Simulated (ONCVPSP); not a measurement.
**Before and after: ONCV potential for H**

```json
{
  "Element": "H",
  "Generator": "ONCVPSP 4.0.1",
  "Type": "optimised norm-conserving Vanderbilt (ONCV)",
  "Functional": "revPBE",
  "Relativity": "scalar-relativistic",
  "Frozen core": "none",
  "Valence charge": "1",
  "Reference configuration": "1s0.75 (charge +0.25)",
  "Partial waves": "1s: rc 0.90 bohr, ncon 3, nbas 6, qcut 9.4 1/bohr, local",
  "Local potential": "the s channel",
  "Core correction": "none"
}
```

Change: s: rc 0.78.

Cutoffs: the cutoffs (Ha) at which the residual kinetic energy of the hardest occupied pseudo-wave falls to 1 and 0.1 mHa per electron; they do not see the model core or the augmentation charge, which bear on the density cutoff. Errors are all-electron minus pseudo energies relative to the spin-unpolarised reference configuration.

Q: What does the change do?

A: The potential gets harder (22 Ha and 33 Ha → 25 Ha and 37 Ha); neither file shows a bound ghost. A smaller radius makes the pseudo-wave follow the all-electron one further in, where it bends more sharply, so more plane waves are needed.

```csv
quantity,base,changed
"cutoff, loose",22 Ha,25 Ha
"cutoff, tight",33 Ha,37 Ha
bound ghosts,none,none
GHOST(+) flags under 300 eV,none,none
"error for 1s1, meV [ΔE -2.01 eV]",+0.1,+0.1
"error for 1s0.5, meV [ΔE 2.80 eV]",+0.1,0.0
```
